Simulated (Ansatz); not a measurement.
The same ligand exchange along the group F, Cl, Br.

Computed with Ansatz on PBE0-D4/def2-TZVP structures; ΔE is electronic, products minus reactants. CBS: MP2 limit from def2 TZ/QZ plus the TZ coupled-cluster correction, frozen cores. This one scheme is used for every species. Functionals use def2-TZVPP. For Br outer-core shells are correlated without core-valence functions, which leaves a few kJ/mol of doubt a bond. Scalar relativity is left out up to krypton. Each species was taken in one conformer, which may not be the lowest.

```json
{"reaction": "`NBF` + `O[SiH3]` → `NBO[SiH3]` + H–F", "CCSD(T)/CBS(def2) (eV)": "0.12"}
{"reaction": "`NBCl` + `O[SiH3]` → `NBO[SiH3]` + HCl", "CCSD(T)/CBS(def2) (eV)": "-0.31"}
{"reaction": "`NBBr` + `O[SiH3]` → `NBO[SiH3]` + HBr", "CCSD(T)/CBS(def2) (eV)": "?"}
```

(1) Fill in the missing values. (Best estimate.)

Largest T1 diagnostic: 0.012, for `NBO[SiH3]`.

Answers

(1) Ansatz gave: `NBBr` + `O[SiH3]` → `NBO[SiH3]` + HBr: -0.37 eV.
